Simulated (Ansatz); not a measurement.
Ansatz (a program for electronic structure) input (HF/3-21G): The .json file is the Basis Set Exchange's 3-21G.

Ansatz 0.2 input:
```yaml
crystal:
  periodic: [false, false, false]
  atoms:
    - {symbol: N, position_ang: [-1.05950462, 0.25922380, 0.21388743]}
    - {symbol: C, position_ang: [0.14112488, -0.03452833, -0.02848958]}
    - {symbol: O, position_ang: [1.21145112, -0.29639981, -0.24456163]}
    - {symbol: H, position_ang: [-1.63716156, -0.33274532, 0.80353253]}
    - {symbol: H, position_ang: [-1.48466443, 1.09654719, -0.17331409]}
basis:
  gaussian:
    orbitals: 3-21G.json
hamiltonian:
  xc: {name: HF}
total_charge: 1
phonons: {temperatures: {t_min: 298.15, t_max: 298.15, t_step: 100}}
```

**Question.** Which harmonic wavenumbers does it give?

**Answer.** 539, 623, 911, 1291, 1294, 1750, 2520, 3557, 3644 cm⁻¹ (unscaled; negative means imaginary).
